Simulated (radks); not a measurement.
Results of a calculation; reference values are marked as such.
Excited configurations of the niobium ion Nb34+: one electron is placed in a higher orbital outside [He] 2s2 2p2. The ground configuration is [He] 2s2 2p3. Code: a radial shooting solver on a logarithmic mesh with Libxc functionals. Model: scalar-relativistic Kohn-Sham, r2SCAN, spin-polarised, spherical densities, finite nucleus; open shells are filled with parallel spins first (spin-orbit coupling, left out, can overturn this in heavy ions); meta-GGA in the generalised Kohn-Sham scheme; Fermi nuclear charge, rms radius 4.324 fm. Excitation = E - E(ground); binding = E(ion) - E, where the ion is the core of charge +35; n* = 35/sqrt(2 binding) in atomic units. These energies are relativistic, and a one-electron ion of charge +35 with no core already has n* below n in this formula (scalar-relativistic equation, point nucleus: 3p 2.986, 4d 3.993, 6p 5.982, 7s 6.970, 7d 6.990, 7f 6.994). The quantum defect is therefore taken as that value minus n*, so that it holds no relativistic shift of the bare ion.

[
 {"outer orbital": "3p", "excitation (eV)": "2648.5", "binding (eV)": "1960.0", "n*": "2.916", "quantum defect": "0.070", "eigenvalue (eV)": "-1934.2", "<r> (bohr)": "0.3366"},
 {"outer orbital": "4d", "excitation (eV)": "3547.4", "binding (eV)": "1061.1", "n*": "3.963", "quantum defect": "0.030", "eigenvalue (eV)": "-1045.6", "<r> (bohr)": "0.5864"},
 {"outer orbital": "6p", "excitation (eV)": "4131.4", "binding (eV)": "477.11", "n*": "5.910", "quantum defect": "0.072", "eigenvalue (eV)": "-471.82", "<r> (bohr)": "1.469"},
 {"outer orbital": "7s", "excitation (eV)": "4253.9", "binding (eV)": "354.57", "n*": "6.856", "quantum defect": "0.114", "eigenvalue (eV)": "-350.78", "<r> (bohr)": "2.017"},
 {"outer orbital": "7d", "excitation (eV)": "4264.2", "binding (eV)": "344.28", "n*": "6.958", "quantum defect": "0.033", "eigenvalue (eV)": "-340.23", "<r> (bohr)": "1.988"},
 {"outer orbital": "7f", "excitation (eV)": "4267.8", "binding (eV)": "340.67", "n*": "6.995", "quantum defect": "0.000", "eigenvalue (eV)": "-336.45", "<r> (bohr)": "1.922"}
]

The Delta-SCF ionisation energy is 4608.5 eV (NIST Atomic Spectra Database: 4540 eV, semi-empirical). Self-interaction in the functional shifts the binding energies and quantum defects, so they are the method's values and not measured ones. Open shells are spherical and high-spin; term and fine-structure splittings are not resolved.
